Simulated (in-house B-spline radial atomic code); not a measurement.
RPA and G0W0 for neutral barium, [Xe] 6s2, as one setting changes: the share of exact exchange in the PBE hybrid start. A dash marks a level of low quasi-particle weight. Computed with an all-electron radial atomic-structure program (B-spline basis): all electrons, scalar-relativistic (spin-free one-electron X2C), finite nucleus, each spin shell either full or empty, empty states to l = 9 with an (l + 1/2)⁻⁴ tail; G0W0 by contour deformation at full frequency.

```json
{"share of exact exchange in the PBE hybrid start": "0", "mean-field level (eV)": "-3.228", "G0W0 level (eV)": "-", "RPA correlation (Eh)": "-4.4378"}
{"share of exact exchange in the PBE hybrid start": "0.1", "mean-field level (eV)": "-3.417", "G0W0 level (eV)": "-", "RPA correlation (Eh)": "-4.3907"}
{"share of exact exchange in the PBE hybrid start": "0.2", "mean-field level (eV)": "-3.605", "G0W0 level (eV)": "6s -5.351", "RPA correlation (Eh)": "-4.3466"}
{"share of exact exchange in the PBE hybrid start": "0.3", "mean-field level (eV)": "-3.792", "G0W0 level (eV)": "6s -5.363", "RPA correlation (Eh)": "-4.3048"}
{"share of exact exchange in the PBE hybrid start": "0.4", "mean-field level (eV)": "-3.977", "G0W0 level (eV)": "6s -5.365", "RPA correlation (Eh)": "-4.2649"}
{"share of exact exchange in the PBE hybrid start": "0.5", "mean-field level (eV)": "-4.160", "G0W0 level (eV)": "6s -5.362", "RPA correlation (Eh)": "-4.2266"}
{"share of exact exchange in the PBE hybrid start": "0.6", "mean-field level (eV)": "-4.342", "G0W0 level (eV)": "6s -5.355", "RPA correlation (Eh)": "-4.1897"}
{"share of exact exchange in the PBE hybrid start": "0.7", "mean-field level (eV)": "?", "G0W0 level (eV)": "?", "RPA correlation (Eh)": "?"}
{"share of exact exchange in the PBE hybrid start": "0.8", "mean-field level (eV)": "?", "G0W0 level (eV)": "?", "RPA correlation (Eh)": "?"}
{"share of exact exchange in the PBE hybrid start": "0.9", "mean-field level (eV)": "-4.879", "G0W0 level (eV)": "6s -5.324", "RPA correlation (Eh)": "-4.0863"}
{"share of exact exchange in the PBE hybrid start": "1", "mean-field level (eV)": "-5.054", "G0W0 level (eV)": "6s -5.312", "RPA correlation (Eh)": "-4.0539"}
```

(1) What belongs in the row for 0.8?

(2) What belongs in the row for 0.7?

## Answers

(1) mean-field level (eV): -4.701; G0W0 level (eV): 6s -5.336; RPA correlation (Eh): -4.1196.

(2) mean-field level (eV): -4.523; G0W0 level (eV): 6s -5.346; RPA correlation (Eh): -4.1541.
